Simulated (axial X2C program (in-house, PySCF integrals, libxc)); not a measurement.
VC⁻: properties at the nuclei

Computed with an axial X2C code built on PySCF integrals: two-component X2C with atomic mean-field Coulomb and Gaunt terms, Gaussian nuclei, basis V dyall-acv3z, C dyall-av3z with contracted cores.

R = 1.636 Å (near the PBE0 minimum at charge -1 of the determinant lowest at the starting distance; the state shown can have its own minimum elsewhere).

Determinant lowest in the PBE0 search, Ω = 1 (⟨Sz⟩ = -1.00, ⟨Lz⟩ = 2.00 at PBE0), spin on the atoms V -1.50, C 0.50:

| level | Eeff magnitude (GV/cm) | Ws magnitude V (kHz) | A∥/gI V (MHz) | qzz V (a.u.) | A∥/gI C (MHz) | qzz C (a.u.) |
| --- | --- | --- | --- | --- | --- | --- |
| PBE0 | 0.608 | 0.235 | 320 | -1.37 | 8.9 | -0.12 |
| LDA | 0.462 | 0.175 | 72.2 | -1.65 | -6.09 | -0.14 |
| r2SCAN | 0.628 | 0.242 | 220 | -1.44 | 3.29 | -0.12 |
| TPSSh | 0.558 | 0.213 | 308 | -1.39 | 10.8 | -0.09 |

Eeff is the effective electric field on the electron electric dipole moment in this Ω state and Ws the scalar–pseudoscalar constant of the nucleus named (defined with the proton number Z and per Ω); A∥ (defined per Ω) follows by multiplying with gI = μI/(I μN); qzz is the electric field gradient, eQq0 = 234.96 MHz × Q/barn × qzz. The operators were transformed with the bare-nucleus X2C matrices; with these basis sets, hyperfine constants and field gradients can be off by tens of per cent, and where levels differ in sign neither size nor sign is settled.

(1) With Q(51V) = -0.052 barn (Q from Pyykkö, Mol. Phys. 2018), turn the PBE0 values of the first state into constants in MHz.

Each state is one determinant with collinear spin, which with several unpaired electrons need not be a pure state. For an anion, determinants above electron detachment, or with a positive highest level, are held by the basis set. With several open shells hyperfine constants can be off by a factor of several. In the state Ω = 1 the atomic spins oppose each other (-1.50, 0.50): a broken-symmetry determinant whose values are not spin-projected. Open-shell Ω = 0 determinants with evenly filled partner blocks cannot be reached by this program, so the Ω shown need not be the lowest component. Left out as unconverged or as another state under the same occupation: HF in at least one table. States lie within half an eV, so the first need not be the ground state. Further determinants of the search, some of them spin-mixed, are not shown. Where a field gradient or hyperfine factor spreads by more than a factor of two over the levels, a constant derived from it is not to be relied on.

Answers

(1) eQq0(51V) = 234.96 × (-0.052) × (-1.37) = 16.7 MHz.
